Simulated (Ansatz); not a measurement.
One geometry of TeOF2, several levels of theory.

```yaml
crystal:
  periodic: [false, false, false]
  atoms:
    - {symbol: Te, position_ang: [0.066017, 0.003429, 0.662412]}
    - {symbol: O, position_ang: [1.637262, -0.030395, -0.113725]}
    - {symbol: F, position_ang: [-0.827246, 1.362721, -0.283757]}
    - {symbol: F, position_ang: [-0.876022, -1.335755, -0.264940]}
basis:
  gaussian: {orbitals: def2-TZVP, initial_orbitals: start.molden}
hamiltonian: {xc: {name: LC-wPBE}}
scf: {omitted_lower_state_checks: [starts]}
output: {orbitals: {seedname: orbitals}}
```

The file start.molden holds the orbitals of an earlier run on this structure, at another level or in another basis.

```sh
$ ansatz run in.yaml --threads 4 --pin off --events-out ev --progress --plain --max-ram 3916MiB
```

Output, abridged:

```
Functional definition: LC-wPBE
849 factors; their error is unknown
217 factors; integrals over basis functions are off by at most 6.5e-5 eV
mean field evaluation 1: about -14774.0946 eV, gradient 9.6e0 eV
mean field evaluation 2: about -14774.2023 eV, gradient 1.5e-1 eV
mean field evaluation 4: about -14774.0787 eV, gradient 7.0e-4 eV
mean field -14774.07870285 eV, -542.9373780995 hartree, gradient 2.3e-5 eV, S^2 0.000000; 0 other end points of the search recorded, 0 dependent functions left out
reference -14774.07870285 eV, -542.9373780996 hartree; 25, 25 occupied and 118, 118 virtual orbitals, 849 factors
Total energy: -14774.07870285 eV, -542.9373780996 hartree
Checks for a lower state left out: starts
```

It took 1.2 s on 4 threads of Arm Neoverse V2 on a shared host.

The first input with `hamiltonian: {xc: hse06, dispersion: d4}` (abridged; 1.4 s):

```
Functional definition: HSE06
mean field -14769.97780881 eV, -542.7866730233 hartree, gradient 2.1e-5 eV, S^2 0.000000
Total energy: -14770.03927922 eV, -542.7889320191 hartree
Checks for a lower state left out: starts
```

Geometry: PBE0-D4/def2-TZVP.

In the def2 sets Te takes a core potential; there is no spin–orbit coupling. LC-ωPBE has ω = 0.4 bohr⁻¹. HSE06 is defined as in plane-wave codes, on full-range PBE exchange.
